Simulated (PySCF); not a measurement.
## Electron correlation in N²⁺ (nitrogen, charge +2)

[He] 2s1 2p1 3d1, one real determinant (an excited configuration). Calculation: PySCF 2.14, in aug-cc-pVDZ (4s3p2d, 23 functions); no relativity, point nucleus. Frozen: 1s2; 3 electrons correlated.

MP2 pair energies summed by pair of shells (mhartree):

```json
{"pair": "2s-2p", "energy": "-2.11", "share (%)": "39.3"}
{"pair": "2s-3d", "energy": "-2.01", "share (%)": "37.4"}
{"pair": "2p-3d", "energy": "-1.25", "share (%)": "23.3"}
```

Total MP2 correlation energy: -5.37 mhartree.

Same-spin part -5.37 and opposite-spin part 0.00 mhartree; SCS-MP2 scales them by 1/3 and 6/5 to -1.79 mhartree.

The reference is one real determinant that mixes LS terms of this configuration.
